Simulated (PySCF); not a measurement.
A structure optimised at B3LYP-D3(BJ)/def2-SVP, used in a PySCF frequency run:

```
O
Si 1 1.6821
H 2 1.4875 1 108.64
H 2 1.4875 3 110.29 1 -118.97
H 2 1.4875 3 110.29 4 -122.05
Hf 1 1.9128 3 146.85 2 -180.00
Cl 6 2.3558 1 108.27 3 0.39
Cl 6 2.3558 1 108.27 3 120.39
Cl 6 2.3558 1 108.27 3 -119.61
```
Charge 0, spin multiplicity 1.

Question: Write its SMILES, formula and point group.

Answer: [SiH3][O][Hf]([Cl])([Cl])[Cl], Cl3H3HfOSi, C3

Question: What are its rotational constants (standard atomic weights)?

Answer: 0.93895, 0.64310, 0.64310 GHz
